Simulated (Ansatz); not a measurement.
CrOF3, SMILES [F][Cr]([F])(=[O])[F] (connectivity only; charge and spin as stated), neutral, multiplicity 2.

The structure is a stationary point at PBE0-D3(BJ)/def2-SVP. A frequency run showed that this geometry is not a minimum. The spin state was assumed, not searched.

Two levels are set side by side: PBE/def2-SVPD (Ansatz, a program for electronic structure) and CAM-B3LYP/def2-SVPD (Ansatz). Energy differences of separate SCF runs at the same geometry; the states with an electron removed or added have multiplicity 1 and 3. Differences are taken from unrounded values.

| quantity | CAM-B3LYP |
|---|---|
| vertical ionisation energy (eV) | 12.37 |
| vertical electron affinity (eV) | 3.72 |

Task: What does PBE give, and how far is it from CAM-B3LYP? (The exact figures need the calculation; the answer reports its results.)

Result: 
| quantity | PBE | PBE minus CAM-B3LYP |
|---|---|---|
| vertical ionisation energy (eV) | 10.71 | -1.66 |
| vertical electron affinity (eV) | 2.34 | -1.37 |
